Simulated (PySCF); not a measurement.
Job file and geometry (Å, from GFN2-xTB) of an NMR shielding run on `C/C=C\[P@@H+]([BH2-]C#N)CC`, C$_{6}$H$_{13}$BNP, GIAO PBE0/pcSseg-1 NMR shielding, non-relativistic, gas phase (PySCF); density fitting, a coarse starting grid and PySCF grid level 2 are the driver's defaults:

```
$ OMP_NUM_THREADS=1 python probes_run.py task.json out

{"job": {"kind": "nmr", "xc": "PBE0", "basis": "pcSseg-1"}, "charge": 0, "multiplicity": 1}
C      3.050094    -0.214267     0.398329
C      2.373554    -0.174115    -0.924812
C      1.057335    -0.173060    -1.104366
P     -0.160179    -0.148363     0.223704
B     -0.405220     1.572071     1.060777
C     -0.827558     2.351051    -0.214935
N     -1.147354     2.881302    -1.183728
C     -1.660552    -0.780781    -0.626395
C     -2.744614    -1.155865     0.377241
H      3.613492    -1.141662     0.506067
H      2.324648    -0.136068     1.207177
H      3.758065     0.609848     0.477477
H      3.029648    -0.152239    -1.786732
H      0.632604    -0.106607    -2.099289
H      0.188178    -1.273718     0.978143
H     -1.283226     1.487175     1.859601
H      0.640771     1.938498     1.492518
H     -2.011172     0.023640    -1.281567
H     -1.389664    -1.640298    -1.247125
H     -3.637217    -1.505503    -0.137676
H     -3.014682    -0.294216     0.984110
H     -2.397361    -1.947437     1.040632
```

Question: Write the output of this run.

Answer: 
```
coarse grid: 18352 points
cycle   1  E = -656.6923056391  dE =  9.357e-01  |g| = 5.376e-01  |ddm| = 4.117e+00
cycle   2  E = -656.6492158959  dE =  4.309e-02  |g| = 7.215e-01  |ddm| = 1.229e+00
cycle   3  E = -656.7615219809  dE = -1.123e-01  |g| = 2.353e-01  |ddm| = 6.988e-01
cycle   4  E = -656.7740537557  dE = -1.253e-02  |g| = 4.051e-02  |ddm| = 1.827e-01
cycle   5  E = -656.7743921947  dE = -3.384e-04  |g| = 1.037e-02  |ddm| = 3.948e-02
cycle   6  E = -656.7744236239  dE = -3.143e-05  |g| = 2.503e-03  |ddm| = 1.607e-02
cycle   7  E = -656.7744250043  dE = -1.380e-06  |g| = 9.856e-04  |ddm| = 2.844e-03
final grid: 171216 points
cycle   8  E = -656.8272250575  dE = -5.331e-05  |g| = 9.147e-03  |ddm| = 4.095e-02
cycle   9  E = -656.8272225786  dE =  2.479e-06  |g| = 9.796e-03  |ddm| = 1.694e-02
cycle  10  E = -656.8272470207  dE = -2.444e-05  |g| = 9.902e-04  |ddm| = 9.034e-03
cycle  11  E = -656.8272472254  dE = -2.048e-07  |g| = 4.962e-04  |ddm| = 1.145e-03
cycle  12  E = -656.8272472747  dE = -4.926e-08  |g| = 1.553e-04  |ddm| = 3.754e-04
cycle  13  E = -656.8272472796  dE = -4.928e-09  |g| = 4.820e-05  |ddm| = 1.493e-04
cycle  14  E = -656.8272472801  dE = -5.455e-10  |g| = 1.608e-05  |ddm| = 5.513e-05
converged SCF energy = -656.8272472801

GIAO shielding tensors (ppm)
atom      isotropic    diamagn.    paramagn.     s11        s22        s33       span
  0 C      164.087     251.823     -87.736    150.550    163.307    178.404     27.854
  1 C       30.881     256.626    -225.745    -93.396     23.243    162.797    256.193
  2 C       63.192     266.891    -203.700    -40.323     85.570    144.328    184.651
  3 P      366.423     971.817    -605.395    324.718    372.389    402.162     77.444
  4 B      148.960     190.636     -41.677    144.876    146.908    155.095     10.219
  5 C       53.817     263.708    -209.891    -64.994    -61.522    287.967    352.962
  6 N      -67.870     340.426    -408.296   -260.361   -237.416    294.167    554.528
  7 C      168.361     257.339     -88.978    153.108    171.031    180.944     27.836
  8 C      175.540     247.255     -71.714    165.550    173.197    187.874     22.324
  9 H       29.753      28.673       1.080     26.261     26.741     36.257      9.996
 10 H       29.666      33.341      -3.675     24.928     30.723     33.347      8.419
 11 H       29.503      28.542       0.961     26.291     26.521     35.697      9.405
 12 H       24.758      31.042      -6.284     22.856     23.751     27.669      4.813
 13 H       25.893      35.702      -9.809     23.075     25.364     29.242      6.167
 14 H       26.659      33.650      -6.991     21.636     26.628     31.714     10.078
 15 H       30.094      29.732       0.362     27.354     28.611     34.318      6.964
 16 H       30.037      29.636       0.402     26.627     29.509     33.975      7.348
 17 H       28.931      34.762      -5.831     24.633     27.891     34.269      9.635
 18 H       29.853      33.920      -4.068     24.138     29.162     36.257     12.119
 19 H       30.100      27.303       2.797     24.992     26.981     38.327     13.335
 20 H       30.101      29.751       0.349     24.620     29.931     35.751     11.131
 21 H       30.866      29.943       0.924     25.953     29.102     37.544     11.591
```

Size and cost of the density-fitted run: 225 basis functions, roughly 2.2 core-minutes.
